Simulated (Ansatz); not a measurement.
`OCCCF` and `OCCN[SiH3]` differ in one atom or group.

Ansatz, PBE0-D4/def2-TZVP geometries, multiplicity 1. Each molecule was computed in one conformer, which needn't be the lowest.

| property | `OCCCF` |
| --- | --- |
| HOMO–LUMO gap (ωB97M-V/def2-TZVPP) / eV | 12.92 |
| HOMO–LUMO gap (PBE/def2-TZVPP) / eV | 6.46 |
| HOMO–LUMO gap (B3LYP/def2-TZVPP) / eV | 8.41 |
| HOMO energy (PBE/def2-TZVPP) / eV | -6.26 |
| HOMO–LUMO gap (PBE0/def2-TZVPP) / eV | 9.04 |
| size of the dipole moment (B3LYP/def2-TZVPP) / D | 1.38 |

Problem. What does the change do to each property? (An estimate is asked.)

Solution. Computed: 
```csv
property,`OCCN[SiH3]`,shift
HOMO–LUMO gap (ωB97M-V/def2-TZVPP) / eV,11.10,-1.82
HOMO–LUMO gap (PBE/def2-TZVPP) / eV,5.06,-1.40
HOMO–LUMO gap (B3LYP/def2-TZVPP) / eV,6.76,-1.65
HOMO energy (PBE/def2-TZVPP) / eV,-5.43,0.83
HOMO–LUMO gap (PBE0/def2-TZVPP) / eV,7.25,-1.79
size of the dipole moment (B3LYP/def2-TZVPP) / D,1.86,0.48
```

With PBE0 the HOMO rises by 1.17 eV and the LUMO falls by 0.62 eV, so the gap narrows by about 1.79 eV. PBE moves the HOMO by 0.83 eV and ωB97M-V by 1.30 eV. Dipoles are sizes alone; their direction can turn.

B3LYP here is the variant with VWN-RPA as its local correlation; programs differ in this.
